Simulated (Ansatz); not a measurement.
Wavefunction ladder for C$_{3}$H$_{6}$BClO$_{2}$, SMILES `CB(Cl)OC(C)=O`

```
atom   x (Å)   y (Å)   z (Å)
  C1  -2.024   0.598   0.336
  B2  -0.694   1.268  -0.104
 Cl3  -0.650   2.977  -0.541
  O4   0.525   0.648  -0.224
  C5   0.832  -0.586   0.278
  C6   1.987  -1.185  -0.455
  O7   0.257  -1.073   1.203
  H8  -2.070  -0.461   0.078
  H9  -2.892   1.121  -0.066
 H10  -2.086   0.643   1.429
 H11   2.236  -2.152  -0.027
 H12   2.844  -0.511  -0.396
 H13   1.736  -1.290  -1.513
```

Charge 0, multiplicity 1. All single points use the PBE0-D4/def2-TZVP geometry. It is one conformer, not always the lowest. Frozen core, restricted reference, Ansatz. CBS rows extrapolate triple and quadruple zeta; past MP2 they add the triple-zeta difference.

| basis | HF (Eh) | MP2 corr. | CCSD corr. | (T) | CCSD(T) total |
| --- | --- | --- | --- | --- | --- |
| def2-TZVPP | ? | ? | -1.28845 | ? | ? |
| def2-QZVPP | -751.29018 | -1.33827 | – | – | – |
| CBS(def2) | -751.29375 | -1.40866 | ? | as TZ | ? |

Task: Fill in the withheld values. (Best estimate.)

Result: The calculation gave: def2-TZVPP HF (Eh): -751.26429; def2-TZVPP MP2 corr.: -1.24324; def2-TZVPP (T): -0.05475; def2-TZVPP CCSD(T) total: -752.60749; CBS(def2) CCSD corr.: -1.45388; CBS(def2) CCSD(T) total: -752.80238.
